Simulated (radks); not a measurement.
Results of a calculation; reference values are marked as such.
Problem. All-electron atom: Tl IX in [Xe] 4f14 5d5. Code: a radial shooting solver on a logarithmic mesh with Libxc functionals. Model: Dirac Kohn-Sham, PBE, spin-unpolarised, spherical densities, finite nucleus; open shells fill j = l - 1/2 first; Fermi nuclear charge, rms radius 5.4759 fm. Some entries of the table are withheld. Estimate them.

orbital,occ.,eigenvalue (hartree),<r^2> (bohr^2),r(max) (bohr)
1s1/2,2,-3144.252,0.0003691,(1)
2s1/2,2,-563.2309,0.005550,0.05837
2p1/2,2,(2),0.003911,0.04279
2p3/2,4,(3),0.005095,0.05039
3s1/2,2,(4),0.03598,(5)
3p1/2,2,-127.8850,0.03272,0.1530
3p3/2,4,-111.0072,0.03908,0.1684
3d3/2,4,-94.34998,0.02986,0.1309
3d5/2,6,-90.74453,0.03158,0.1351
4s1/2,2,-34.34463,0.1731,0.3694
4p1/2,2,-30.00313,0.1758,0.3671
4p3/2,4,-25.89600,0.2074,0.3984
4d3/2,4,-18.79296,(6),0.3901
4d5/2,6,-18.02573,(7),0.3996
5s1/2,2,-9.24411,0.8300,0.8039
4f5/2,6,(8),0.2555,0.3553
4f7/2,8,(9),0.2624,0.3598
5p1/2,2,-7.74628,0.9367,0.8416
5p3/2,4,-6.94049,1.101,0.9136
5d3/2,4,-4.75799,1.514,1.035
5d5/2,1,-4.64316,1.583,1.060
6s1/2,0,-3.69763,3.495,1.704
6p1/2,0,-3.21069,4.109,1.847
6p3/2,0,-3.00783,4.639,1.978

Solution. 
(1) 1s1/2 r(max) (bohr): 0.01003
(2) 2p1/2 eigenvalue (hartree): -541.0363
(3) 2p3/2 eigenvalue (hartree): -465.1330
(4) 3s1/2 eigenvalue (hartree): -137.9383
(5) 3s1/2 r(max) (bohr): 0.1642
(6) 4d3/2 <r^2> (bohr^2): 0.2165
(7) 4d5/2 <r^2> (bohr^2): 0.2274
(8) 4f5/2 eigenvalue (hartree): -8.85057
(9) 4f7/2 eigenvalue (hartree): -8.68022
